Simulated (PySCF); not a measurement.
Geometry:
```json
{"atom": "C1", "x (Å)": "-2.254", "y (Å)": "-0.012", "z (Å)": "0.299"}
{"atom": "N2", "x (Å)": "-1.107", "y (Å)": "-0.567", "z (Å)": "-0.381"}
{"atom": "Si3", "x (Å)": "0.353", "y (Å)": "0.281", "z (Å)": "-0.716"}
{"atom": "C4", "x (Å)": "1.525", "y (Å)": "0.599", "z (Å)": "0.685"}
{"atom": "C5", "x (Å)": "1.962", "y (Å)": "-0.527", "z (Å)": "-0.281"}
{"atom": "H6", "x (Å)": "-3.009", "y (Å)": "0.431", "z (Å)": "-0.378"}
{"atom": "H7", "x (Å)": "-2.764", "y (Å)": "-0.776", "z (Å)": "0.911"}
{"atom": "H8", "x (Å)": "-1.929", "y (Å)": "0.781", "z (Å)": "0.990"}
{"atom": "H9", "x (Å)": "-1.311", "y (Å)": "-1.396", "z (Å)": "-0.927"}
{"atom": "H10", "x (Å)": "0.360", "y (Å)": "1.263", "z (Å)": "-1.834"}
{"atom": "H11", "x (Å)": "2.138", "y (Å)": "1.507", "z (Å)": "0.690"}
{"atom": "H12", "x (Å)": "1.239", "y (Å)": "0.281", "z (Å)": "1.694"}
{"atom": "H13", "x (Å)": "1.948", "y (Å)": "-1.543", "z (Å)": "0.128"}
{"atom": "H14", "x (Å)": "2.853", "y (Å)": "-0.332", "z (Å)": "-0.890"}
```

Geometry: PBE0-D3(BJ)/def2-SVP; GIAO shifts from PySCF 2.14.0 with density-fitted response routines, gas phase, non-relativistic, averaged over equivalent atoms.

At PBE0/cc-pVDZ (119 basis functions, 10 s wall time on 1 thread of an Arm Neoverse V1, shared host):
```
   atoms  δ (ppm)
      C1     33.7
   C4/C5     -1.6
      N2     12.1
     Si3    -90.4
     H10     4.03
H6/H7/H8     2.66
 H12/H13     0.58
 H11/H14     0.25
      H9    -0.12
```

δ = σ(ref) − σ, references computed at the same level: 13C (σ = 196.75 ppm) and 29Si (σ = 418.61 ppm) and 1H (σ = 31.29 ppm) against TMS; NH3 for 15N (σ = 273.12 ppm).

Estimate the result of repeating the calculation with wB97X-D/pcSseg-1.

Results:


```
   atoms  δ at wB97X-D/pcSseg-1  change
      C1                   34.0    +0.3
   C4/C5                   -3.4    -1.8
      N2                   10.0    -2.1
     Si3                  -96.5    -6.1
     H10                   3.97   -0.06
H6/H7/H8                   2.68   +0.02
 H12/H13                   0.60   +0.02
 H11/H14                   0.22   -0.03
      H9                   0.04   +0.16
```

Referencing at the same level of theory: TMS for 13C (184.54 ppm) and 29Si (352.93 ppm) and 1H (31.38 ppm); 15N (263.98 ppm) vs NH3.

The largest change is at Si3 (silicon bonded to 2 C, N, H, in a 3-membered ring). Cost: 137 basis functions, 13 s wall time on 1 thread of an Arm Neoverse V1, shared host.

Experimental scales use liquid or dissolved standards, which lie at an offset from isolated NH3 (liquid NH3: subtract about 20 ppm).
